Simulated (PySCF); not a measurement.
Work out the structure from these simulated measurements.

Formula: C7H11OP.

* Triplet: lowest triplet excitation (Tamm–Dancoff): 3.78 eV [TDA CAM-B3LYP/def2-SVPD]
* 13C NMR: chemical shifts (computed TMS as zero) by class: 97.2 (1 C), 81.0 (1 C), 67.3 (2 C), 39.4 (2 C), -6.9 (1 C) ppm [GIAO PBE0/pcSseg-1]
* UV, first state: lowest singlet excitation: 4.04 eV (307 nm, f = 0.010) [TDDFT CAM-B3LYP/def2-SVPD]
* NMR, other nuclei: isotropic shieldings of nuclei other than C and H, by class: 287 (1 O), 359 (1 P) ppm [GIAO PBE0/pcSseg-1]
* 1H NMR: chemical shifts (computed TMS as zero) by class: 4.06 (2 H), 3.50 (2 H), 2.66 (1 H), 1.55 (2 H), 1.49 (2 H), -0.04 (2 H) ppm [GIAO PBE0/pcSseg-1]
* Dipole: 2.59 D [CAM-B3LYP/def2-SVPD]
* Valence photoelectron: vertical ionisation energy: 6.92 eV [ΔSCF CAM-B3LYP/def2-SVPD]
* Rotational structure: rotational constants A, B, C: 1.911, 1.201, 1.062 GHz [PBE0-D3(BJ)/def2-SVP]
* Polarisability: 109.5 au [CAM-B3LYP/def2-SVPD]
* UV, strongest line: among the 10 lowest singlet transitions: S3 at 5.06 eV (245 nm, f = 0.040) [TDDFT CAM-B3LYP/def2-SVPD]

The electronic properties come from PySCF, for the isolated species, density fitting. Levels stand in brackets. Geometry: PBE0-D3(BJ)/def2-SVP, one conformer, isolated molecule. NMR classes are plain means over equivalent atoms (diastereotopic ones count apart unless rotation or inversion swaps them), as if these changed places fast.

Task: What is the compound? Reason from the data.

Result: Numbering: `[CH:1]#[C:2][P:3]1(=[CH2:4])[CH2:5][CH2:6][O:7][CH2:8][CH2:9]1`. 7 carbons fall into 5 classes; from least to most shielded: terminal alkyne carbon [C1] (97.2 ppm), alkyne carbon [C2] (81.0 ppm), ring sp3 carbon bound to oxygen [C6/C8] (67.3 ppm, 2 C), ring sp3 carbon bound to phosphorus [C5/C9] (39.4 ppm, 2 C, up to 18.7 ppm apart in this geometry), carbon bonded to P and 2 H [C4] (-6.9 ppm). Hydrogen classes from least to most shielded: 2 H on 2 like atoms (sp3 carbon bound to oxygen), C6/C8 (4.06 ppm), 2 H on 2 like atoms (sp3 carbon bound to oxygen), C6/C8 (3.50 ppm), 1 H on a terminal alkyne carbon, C1 (2.66 ppm), 2 H on 2 like atoms (sp3 carbon bound to phosphorus), C5/C9 (1.55 ppm, a mean of values up to 0.6 ppm apart in this geometry), 2 H on 2 like atoms (sp3 carbon bound to phosphorus), C5/C9 (1.49 ppm), 2 H on a carbon bonded to P and 2 H, C4 (-0.04 ppm). The other shieldings belong to: 287 ppm, cyclic ether oxygen [O7]; 359 ppm, phosphorus bonded to 4 C [P3]. The first electron is taken from the HOMO, whose largest Löwdin shares are 0.53 on the carbon bonded to P and 2 H, 0.18 on the phosphorus bonded to 4 C and 0.07 on each of 2 atoms of one kind (hydrogen on carbon). The optimised geometry has point group C1 and is an asymmetric top. Structure: `C#CP1(=C)CCOCC1`. Computed isomers that give other values at the same levels: `CC(C)Pc1ccoc1` (rotational constant A: 3.155 GHz; this holds for the one conformer computed); `C=CC1=C(OC)PCC1` (lowest singlet excitation: 4.73 eV (262 nm, f = 0.521)); `CC(=O)CP1CC=CC1` (rotational constant A: 2.803 GHz; this holds for the one conformer computed). The assignments are read from this structure; whether some other isomer fits the data as well wasn't checked.
